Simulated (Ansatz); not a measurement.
Basis-set extrapolation for C10H9N (`Cc1ccc2ncccc2c1`) (PBE0-D4/def2-TZVP geometry, frozen core, Ansatz 0.2.0). Multiplicity 1, RHF reference.

|  | def2-TZVPP | def2-QZVPP |
| --- | --- | --- |
| HF | -438.539624 | -438.557604 |
| MP2 correlation | -1.772334 | -1.884968 |
| CCSD(T) correlation | -1.899048 | not run |

Energies in hartree. Use E(X) = E(∞) + A·exp(−7.88·√X) for Hartree–Fock and E(X) = E(∞) + B·X^(−2.97) for correlation, with X = 3 and 4, and add CCSD(T) minus MP2 of the smaller set to the MP2 limit.

What is the CCSD(T) energy at the basis-set limit?

HF limit: -438.557604 + (-0.017980) × 0.13774 = -438.56008. MP2 limit: -1.884968 + (-0.112634) × 0.74074 = -1.96840. Higher-order term: -1.899048 − (-1.772334) = -0.12671. Total: -440.65519 hartree, 568.5 kJ/mol below CCSD(T)/def2-TZVPP.
